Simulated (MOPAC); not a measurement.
Input for MOPAC: PM3 on H3ISiSn (SMILES [SiH3][Sn][I]), a point of a torsion scan.

```
PM3 1SCF PRECISE CHARGE=0 THREADS=1
H3ISiSn

Si    -0.77418913 1     0.01565167 1    -0.01889918 1
Sn     1.42807502 1     1.47084574 1     0.12348152 1
I      3.20127981 1    -0.56009075 1    -0.20694765 1
H     -1.08330899 1    -0.67784863 1     1.24601346 1
H     -1.98577010 1     0.81337995 1    -0.29338736 1
H     -0.79096605 1    -1.03685023 1    -1.04723087 1
```

Output:

```
*******************************************************************************
 **                                                                           **
 **                              MOPAC v23.2.5                                **
 **                                                                           **
 *******************************************************************************
 ** MOPAC's Digital Object Identifier: https://doi.org/10.5281/zenodo.6511958 **
 **                                                                           **
 ** Please cite the open-source release paper for use of this MOPAC version:  **
 ** J. E. Moussa and J. J. P. Stewart (2026)                                  **
 ** MOPAC: An open-source semiempirical molecular orbital program             **
 ** J. Open Source Softw., 11(119), 8025, https://doi.org/10.21105/joss.08025 **
 *******************************************************************************

                              PM3 CALCULATION RESULTS

 *******************************************************************************
 *  PM3        - The PM3 Hamiltonian to be used
 *
 *
 *
 *                 CHARGE ON SYSTEM = 0
 *
 *
 *
 *  PRECISE    - TIGHTER CRITERIA TO BE USED
 *  1SCF       - DO 1 SCF AND THEN STOP
 *  THREADS=1  - MULTI-THREADING NOT USED
 *  T=         - A TIME OF 172800.0 SECONDS REQUESTED
 *  DUMP=N     - RESTART FILE WRITTEN EVERY 7200.0 SECONDS REQUESTED
 *******************************************************************************
PM3 1SCF PRECISE CHARGE=0 THREADS=1
 H3ISiSn

   ATOM   CHEMICAL          X               Y               Z
  NUMBER   SYMBOL      (ANGSTROMS)     (ANGSTROMS)     (ANGSTROMS)

     1      Si         -0.77418913  *   0.01565167  *  -0.01889918  *
     2      Sn          1.42807502  *   1.47084574  *   0.12348152  *
     3       I          3.20127981  *  -0.56009075  *  -0.20694765  *
     4       H         -1.08330899  *  -0.67784863  *   1.24601346  *
     5       H         -1.98577010  *   0.81337995  *  -0.29338736  *
     6       H         -0.79096605  *  -1.03685023  *  -1.04723087  *



          CARTESIAN COORDINATES

    NO.       ATOM           X           Y           Z

     1        Si         -0.7742      0.0157     -0.0189
     2        Sn          1.4281      1.4708      0.1235
     3         I          3.2013     -0.5601     -0.2069
     4         H         -1.0833     -0.6778      1.2460
     5         H         -1.9858      0.8134     -0.2934
     6         H         -0.7910     -1.0369     -1.0472

  H: (PM3): J. J. P. STEWART, J. COMP. CHEM. 10, 209 (1989).
 Si: (PM3): J. J. P. STEWART, J. COMP. CHEM. 10, 209 (1989).
 Sn: (PM3): J. J. P. STEWART, J. COMP. CHEM. 12, 320-341 (1991).
  I: (PM3): J. J. P. STEWART, J. COMP. CHEM. 10, 209 (1989).

           Empirical Formula: H3 Si Sn I  =     6 atoms



      MOLECULAR POINT GROUP   :   C1


      RHF CALCULATION, NO. OF DOUBLY OCCUPIED LEVELS = 9


 -------------------------------------------------------------------------------
 PM3 1SCF PRECISE CHARGE=0 THREADS=1
 H3ISiSn



     1SCF WAS SPECIFIED, SO BFGS WAS NOT USED
     SCF FIELD WAS ACHIEVED


                              PM3 CALCULATION
                                                       MOPAC v23.2.5 Linux




          FINAL HEAT OF FORMATION =         18.08237 KCAL/MOL =      75.65662 KJ/MOL


          COSMO AREA              =        153.18 SQUARE ANGSTROMS
          COSMO VOLUME            =        155.53 CUBIC ANGSTROMS

          IONIZATION POTENTIAL    =          9.400497 EV
          HOMO LUMO ENERGIES (EV) =         -9.400 -2.735
          NO. OF FILLED LEVELS    =          9
          MOLECULAR WEIGHT        =        276.7037         POINT GROUP:  C1

          MOLECULAR DIMENSIONS (Angstroms)

            Atom       Atom       Distance
            H     5    I     3     5.36651
           Sn     2    H     6     3.20423
            H     4   Sn     2     2.04943


          SCF CALCULATIONS        =          1





   ATOM   CHEMICAL          X               Y               Z
  NUMBER   SYMBOL      (ANGSTROMS)     (ANGSTROMS)     (ANGSTROMS)

     1      Si         -0.77418913  *   0.01565167  *  -0.01889918  *
     2      Sn          1.42807502  *   1.47084574  *   0.12348152  *
     3       I          3.20127981  *  -0.56009075  *  -0.20694765  *
     4       H         -1.08330899  *  -0.67784863  *   1.24601346  *
     5       H         -1.98577010  *   0.81337995  *  -0.29338736  *
     6       H         -0.79096605  *  -1.03685023  *  -1.04723087  *

                             CARTESIAN COORDINATES

   1   Si       -0.774189130     0.015651670    -0.018899180
   2   Sn        1.428075020     1.470845740     0.123481520
   3    I        3.201279810    -0.560090750    -0.206947650
   4    H       -1.083308990    -0.677848630     1.246013460
   5    H       -1.985770100     0.813379950    -0.293387360
   6    H       -0.790966050    -1.036850230    -1.047230870


           Empirical Formula: H3 Si Sn I  =     6 atoms



      MOLECULAR POINT GROUP   :   C1


                  EIGENVALUES
 -16.64825 -14.22765 -12.48015 -12.45843 -12.43574 -12.09236 -11.84666  -9.66600
  -9.40050  -2.73500  -2.01210  -1.78475   1.29441   1.61586   1.71630


              NET ATOMIC CHARGES AND DIPOLE CONTRIBUTIONS

  ATOM NO.   TYPE          CHARGE      No. of ELECS.   s-Pop       p-Pop
    1         Si           0.067137        3.9329     1.07631     2.85655
    2         Sn           0.804435        3.1956     1.92234     1.27323
    3          I          -0.508021        7.5080     1.66698     5.84104
    4          H          -0.119071        1.1191     1.11907
    5          H          -0.132030        1.1320     1.13203
    6          H          -0.112451        1.1125     1.11245
 DIPOLE           X         Y         Z       TOTAL
 POINT-CHG.    -0.237     7.487     1.015     7.559
 HYBRID        -2.158    -2.850    -0.279     3.586
 SUM           -2.396     4.636     0.736     5.270


          ATOMIC ORBITAL ELECTRON POPULATIONS

     Atom    s        px        py        pz
    1 Si   1.07631   1.01909   0.94781   0.88965
    2 Sn   1.92234   0.60296   0.60828   0.06199
    3  I   1.66698   1.93873   1.92428   1.97803
    4  H   1.11907
    5  H   1.13203
    6  H   1.11245

 **********************
 *                    *
 * JOB ENDED NORMALLY *
 *                    *
 **********************




 == MOPAC DONE ==
```

The run finished.

Cost: around 0.010 core-seconds (rough).
